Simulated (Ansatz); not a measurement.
An input meant for the cluster Hg₂F₃ (charge 0, doublet; atoms displaced at random, 0.08 Å in each coordinate).

```yaml
crystal:
  periodic: [false, false, false]
  atoms:
    - {symbol: Hg, position_ang: [-1.229665, -0.060416, 2.061876]}
    - {symbol: Hg, position_ang: [0.496215, -0.054009, -0.939119]}
    - {symbol: h, position_ang: [1.092256, 0.553587, -2.614011]}
    - {symbol: F, position_ang: [0.413635, -1.527052, 0.686191]}
    - {symbol: F, position_ang: [-0.859344, 1.103995, 0.538044]}
basis:
  gaussian: {orbitals: def2-mTZVP}
magnetization: {spin_polarized: true, initial_magnetization: 1}
hamiltonian: {xc: {name: wB97X}}
scf: {lower_state_search: full}
output: {forces: true}
```

```sh
$ ansatz run in.yaml --threads 4 --pin off --events-out ev --progress --plain --max-ram 4787MiB
```

Shortened log:

```
Error: YAML parse error: error: line 6 column 16: `h` is not an element symbol (H … Og, case-exact)
 --> <input>:6:16
4 |     - {symbol: Hg, position_ang: [-1.229665, -0.060416, 2.061876]}
5 |     - {symbol: Hg, position_ang: [0.496215, -0.054009, -0.939119]}
6 |     - {symbol: h, position_ang: [1.092256, 0.553587, -2.614011]}
7 |     - {symbol: F, position_ang: [0.413635, -1.527052, 0.686191]}
8 |     - {symbol: F, position_ang: [-0.859344, 1.103995, 0.538044]}
```

In this input an element symbol is wrong. The input was rejected before any iteration.
